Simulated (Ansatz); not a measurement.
`C=[C]([AlH2])BO` + `N[SiH3]` → `OBN[SiH3]` + `C=[CH][AlH2]`  (ligand exchange at a B–C bond)

Gas-phase electronic energies from Ansatz, PBE0-D4/def2-TZVP geometries. CBS: MP2 limit from def2 TZ/QZ plus the TZ coupled-cluster correction, frozen cores. This one scheme is used for every species. Each species was taken in one conformer, which may not be the lowest.

```csv
species,MP2/def2-SVP energy (Eh)
`C=[C]([AlH2])BO`,-421.09738
`N[SiH3]`,-346.45431
`OBN[SiH3]`,-446.87049
`C=[CH][AlH2]`,-320.72400
```

(1) Work out ΔE.

(2) What do rigid-rotor, harmonic-oscillator terms from PBE0-D4/def2-TZVP frequencies (298.15 K, 1 bar) make of the CCSD(T)/CBS value? (Best estimate.)

Largest T1 diagnostic among the species: 0.013.

Answers

(1) ΔE = (-446.87049) + (-320.72400) − (-421.09738) − (-346.45431) = -0.04280 Eh = -26.9 kcal/mol. CCSD(T)/CBS gives -24.9 kcal/mol.

(2) Computed: ΔZPE = +0.8 kcal/mol, ΔH = -24.5 kcal/mol, ΔS = -9 J/(mol·K), ΔG = -23.8 kcal/mol.

Leaving LDA and LC-ωPBE aside and taking each functional with its dispersion term where it has one, the values, not all of them listed here, spread over 2.5 kcal/mol, from BHLYP-D4 to revPBE-D4. LDA lies −1.0 kcal/mol from PBE without D4. At CCSD(T), def2-SVP lies −2.2 kcal/mol from the extrapolated value and def2-TZVPP −0.1 kcal/mol. In def2-TZVPP, CCSD(T) changes the Hartree–Fock value by +1.9 kcal/mol (the triples alone add +0.4 kcal/mol) and MP2 by +2.1 kcal/mol.
